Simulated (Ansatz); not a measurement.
`C[Si]F` + dimethylamine → `C[Si]N(C)C` + H–F at 500 K and 1 bar (ligand exchange at the Si–F bond).

Calculated with Ansatz (gas phase, PBE0-D4/def2-TZVP geometries, no zero-point term in ΔE). CBS: MP2 limit from def2 TZ/QZ plus the TZ coupled-cluster correction, frozen cores. This one scheme is used for every species. Each species was taken in one conformer, which may not be the lowest.

| species | CCSD(T)/CBS energy (Eh) | H − E (kJ/mol) | S (J/(mol·K)) |
| --- | --- | --- | --- |
| `C[Si]F` | -428.74649 | 127.8 | 324.5 |
| `CNC` | -135.00321 | 273.8 | 313.8 |
| `C[Si]N(C)C` | -463.33839 | 363.3 | 417.2 |
| H–F | -100.39570 | 39.4 | 188.7 |

H − E and S are ideal-gas, rigid-rotor, harmonic terms from PBE0-D4/def2-TZVP, for one conformer and one mirror image of each species. 1 Eh = 2625.50 kJ/mol, R = 8.31446 J/(mol·K).

Q: By hand: ΔE, ΔH, ΔS and ΔG.

A: ΔE = (-463.33839) + (-100.39570) − (-428.74649) − (-135.00321) = 0.01561 Eh = 41.0 kJ/mol. Δ(H − E) = 363.3 + 39.4 − 127.8 − 273.8 = 1.1, so ΔH = 42.1 kJ/mol. ΔS = 417.2 + 188.7 − 324.5 − 313.8 = -32.4 J/(mol·K). ΔG = 42.1 − 500 × (-32.4)/1000 = 58.3 kJ/mol.

Q: By hand: the equilibrium constant, and the temperature at which ΔG would vanish if ΔH and ΔS stayed fixed.

A: log₁₀ K = −ΔG/(RT ln 10) = -6.1. ΔH and −TΔS have one sign here, so there is no such temperature.

TΔS isn't small against ΔH here. A doubt of 5 kJ/mol in ΔE shifts log₁₀ K by 0.5 here. Other conformers and mirror images would add mixing entropy, several J/(mol·K) or more a flexible species. These are equilibria of isolated gas molecules and say nothing of rates. Largest T1 diagnostic: 0.014 (customary marks: 0.02 for closed shells, 0.045 for open ones).
